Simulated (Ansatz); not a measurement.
Consider the formal exchange of groups at the Sn–F bond: `[F][Sn][Cl]` + CH₄ → `[CH3][Sn][Cl]` + H–F.

Computed with Ansatz on PBE0-D4/def2-TZVP structures; ΔE is electronic, products minus reactants. CCSD(T)/CBS adds triple-zeta CCSD(T) − MP2 to the extrapolated MP2 energy (def2 sets, frozen cores). This one scheme is used for every species. DFT in def2-TZVPP. HSE06 is defined as in plane-wave codes. Elements past krypton have def2 core potentials. For Sn outer-core shells are correlated without core-valence functions, which leaves a few kJ/mol of doubt a bond.

```json
{"level": "r2SCAN-D4", "ΔE (kJ/mol)": "151.7", "difference from CCSD(T)/CBS": "15.8"}
{"level": "PBE0-D4", "ΔE (kJ/mol)": "136.9", "difference from CCSD(T)/CBS": "1.0"}
{"level": "r2SCANh-D4", "ΔE (kJ/mol)": "147.4", "difference from CCSD(T)/CBS": "11.5"}
{"level": "r2SCAN0-D4", "ΔE (kJ/mol)": "141.7", "difference from CCSD(T)/CBS": "5.8"}
{"level": "HSE06-D4", "ΔE (kJ/mol)": "136.4", "difference from CCSD(T)/CBS": "0.5"}
{"level": "revPBE", "ΔE (kJ/mol)": "151.9", "difference from CCSD(T)/CBS": "16.0"}
{"level": "HSE06", "ΔE (kJ/mol)": "139.7", "difference from CCSD(T)/CBS": "3.8"}
{"level": "CAM-B3LYP", "ΔE (kJ/mol)": "156.9", "difference from CCSD(T)/CBS": "21.0"}
{"level": "RPA@PBE/def2-TZVPP", "ΔE (kJ/mol)": "131.6", "difference from CCSD(T)/CBS": "-4.3"}
{"level": "MP2/def2-QZVPP", "ΔE (kJ/mol)": "134.2", "difference from CCSD(T)/CBS": "-1.7"}
{"level": "CCSD(T)/CBS", "ΔE (kJ/mol)": "135.9", "difference from CCSD(T)/CBS": "0"}
```

Largest T1 diagnostic among the species: 0.016.

The D4 term adds −6.6 kJ/mol with B3LYP and −3.5 kJ/mol with PBE0; it sums over pairs of atoms, weighted by their polarisabilities, and B3LYP, whose exchange is more repulsive, gets the larger term. In def2-TZVPP, CCSD(T) changes the Hartree–Fock value by −17.4 kJ/mol (the triples alone add −0.4 kJ/mol) and MP2 by −17.8 kJ/mol.

B3LYP here is the variant with VWN-RPA as its local correlation; programs differ in this.
